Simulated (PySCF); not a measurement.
## Correlation energy of As⁺ (arsenic, charge +1)

[Ar] 3d10 4s2 4p2, high-spin 3P determinant. Calculation: PySCF 2.14, in cc-pVTZ-PP with ECP10MDF; a scalar-relativistic core potential. Frozen: 3s2 3p6 3d10; 4 electrons correlated.

MP2 pair energies summed by pair of shells (mhartree):

| pair | energy | share (%) |
| --- | --- | --- |
| 4s-4p | -33.36 | 61.7 |
| 4s-4s | -15.42 | 28.5 |
| 4p-4p | -5.26 | 9.7 |

Total MP2 correlation energy: -54.04 mhartree.

Same-spin part -8.99 and opposite-spin part -45.05 mhartree; SCS-MP2 scales them by 1/3 and 6/5 to -57.06 mhartree.

| level | correlation energy (mhartree) |
| --- | --- |
| CCSD | -69.43 |
| (T) | -1.63 |
| CCSD(T) | -71.06 |

Diagnostics: T1 = 0.0075, D1 = 0.0196, largest double amplitude 0.091.

Cost of the coupled-cluster step: 0.2 s of wall time on 1 thread of Intel(R) Xeon(R) 6975P-C (shared host), for 4 correlated electrons.
